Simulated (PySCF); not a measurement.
**Working out the ionisation energy of I²⁺**

I²⁺ [Kr] 4d10 5s2 5p3 (4S) → I³⁺ [Kr] 4d10 5s2 5p2 (3P). Computed with PySCF 2.14 in aug-cc-pVTZ-PP with one added diffuse shell each of d, f type with ECP28MDF (6s5p5d3f, 67 functions), with a scalar-relativistic core potential. Frozen: 4s2 4p6 4d10. Energies in hartree (1 hartree = 27.21139 eV):

```
             part  I²⁺ (lower)  I³⁺ (upper)
              UHF  -293.662047  -292.564878
MP2 opposite-spin    -0.048474    -0.041461
    MP2 same-spin    -0.017020    -0.007934
```

**Question.** What does Hartree-Fock give?

**Answer.** (-292.564878) − (-293.662047) = 1.097169 hartree = 29.855 eV.

**Question.** What do MP2 and SCS-MP2 (6/5 opposite-spin, 1/3 same-spin) give?

**Answer.** The opposite-spin parts differ by 0.191 eV and the same-spin parts by 0.247 eV. MP2: 29.855 + (0.191) + (0.247) = 30.293 eV. SCS-MP2: 29.855 + 1.2 × (0.191) + (0.247)/3 = 30.167 eV.

Reference: 29.57 ± 0.025 eV (measured; NIST Atomic Spectra Database, ionization energies), between the lowest levels; spin-orbit coupling is absent from the calculation.

What remains against the reference includes basis incompleteness, the frozen core and correlation beyond second order.
